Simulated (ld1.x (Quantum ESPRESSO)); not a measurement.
# Logarithmic derivatives: P, PAW

phosphorus (P), PAW, made with ld1.x (Quantum ESPRESSO) 7.5 (PBE, scalar-relativistic). Core [Ne], reference 3s2 3p2 (charge +1). Waves: 3s (bound): rcut 1.15, rcutus 1.40 bohr; 3s channel at -0.9 Ry: rcut 1.15, rcutus 1.40 bohr; 3p (bound): rcut 1.45, rcutus 1.70 bohr; 3p channel at -0.15 Ry: rcut 1.45, rcutus 1.70 bohr. Local part: all-electron potential smoothed inside 1.70 bohr (lloc = -1). Core correction: Bessel-smoothed model core inside 1.15 bohr. Augmentation charge: PSQ, inside the norm-conserving radii.

The phase is arctan(r·u′/u) with u = r·R(r), unwrapped; energies in Ry, scanned from -4 to 5 Ry. A pole is an energy at which the radial function vanishes at the test radius. The pseudo phase is shifted by a multiple of π to meet the all-electron one at the reference energy, and phase errors are pseudo minus all-electron; the curves can meet again beyond the range given. Levels narrower than the energy grid can be missing from the lists of poles.

Q: For each channel, where are the poles, and over which energies does the pseudopotential scatter like the atom?

A:

```tsv
channel	radius (bohr)	reference energy (Ry)	poles, all-electron	poles, pseudo	unbroken range about the reference energy with phases within 0.05 rad	phase error 1 Ry above the reference energy (rad)
s	1.84	-1.71	1.39	1.37, 4.66	below 3.7	-0.000
p	1.84	-1.04	2.46	2.44	the whole range	-0.000
```

Phases in the s channel:

```
E (Ry)  all-electron  pseudo
 -4.00         1.089   1.089
 -3.52         0.989   0.989
 -3.04         0.821   0.820
 -2.56         0.504   0.504
 -2.08        -0.072  -0.072
 -1.60        -0.703  -0.703
 -1.12        -1.077  -1.077
 -0.64        -1.274  -1.274
 -0.16        -1.389  -1.389
  0.32        -1.465  -1.465
  0.80        -1.520  -1.520
  1.28        -1.562  -1.563
  1.76        -1.598  -1.600
  2.24        -1.629  -1.633
  2.72        -1.658  -1.666
  3.20        -1.687  -1.705
  3.68        -1.716  -1.764
  4.16        -1.748  -2.018
  4.64        -1.784  -4.700
```
